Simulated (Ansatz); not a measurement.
Two spin states of SeCl, each at its own minimum; 2S+1 = 2, 4 were tried, and our sources give no spin for the ground state. No spin–orbit coupling. Se is treated without relativity.

```tsv
level	energy of the multiplicity-4 state above the multiplicity-2 state (kJ/mol)	minus CCSD(T)/def2-TZVPP
PBE/def2-TZVPP	133.0	-17.0
PBE0/def2-TZVPP	146.4	-3.5
wB97X-V/def2-TZVPP	172.9	22.9
CCSD/def2-TZVPP	149.3	-0.7
CCSD(T)/def2-TZVPP	150.0	0.0
```

 The comparison column counts from a level with limits of its own.

The rows run from 133.0 (PBE/def2-TZVPP) to 172.9 kJ/mol (wB97X-V/def2-TZVPP). The 3 functionals in def2-TZVPP without D3 or D4 span 39.9, from PBE to wB97X-V.

Each state is the lowest solution found for its spin in def2 and cc sets.

Correlated levels freeze the inner cores; with def2 sets outer-core shells near the valence are correlated too.

Run with Ansatz (a first-principles code).
